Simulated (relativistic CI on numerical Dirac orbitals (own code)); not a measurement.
# Cr⁺ in a cubic cluster: 3s photoemission with charge transfer

Computed with a charge-transfer multiplet model of a cubic metal-ligand cluster with up to 2 ligand holes, Slater and spin-orbit integrals from Dirac-Coulomb-Breit ions, Slater integrals scaled by 0.7. The ground state mixes d5 with configurations of k ligand holes L, whose averages lie at kΔ + k(k − 1)U_dd/2; a core hole lowers each added d electron by U_cd. 20 K, Lorentzian 1.4 eV and Gaussian 0.8 eV FWHM.

Atomic integrals in eV (Slater integrals scaled, ζ unscaled), ground: F2dd 5.807, F4dd 3.572, zeta_d 0.022; with the core hole: F2dd 6.861, F4dd 4.268, zeta_d 0.029, G2cd 7.231.

Cluster parameters (eV): Δ = 7.1, U_dd = 5.4, U_cd = 6.3, 10Dq = 0.25, 10Dq(ligand) = 1, final-state hopping factor = 1.

Weights, n_d and S are thermal averages at 20 K. Binding energies count from the first peak over 30 % of the highest in each spectrum, which can be another peak from case to case. The parameters are a model scan and need not match a compound or its usual spin state. Peaks in eV (height, largest 100): 0.0 (100), 4.0 (13), 8.3 (63), 11.4 (16).

(1) Which parameters give this spectrum?
A. V(eg) = 2.8 eV, V(t2g) = -1.37 eV
B. V(eg) = 1.9 eV, V(t2g) = -0.93 eV
C. V(eg) = 1 eV, V(t2g) = -0.49 eV

Answers

(1) C. V(eg) = 1 eV, V(t2g) = -0.49 eV; the ground state then has 5.04 d electrons and S = 2.50. The choice follows from running the model for each set and comparing peak positions and heights. Without intra-shell correlation the exchange splitting of the 3s hole comes out too large.
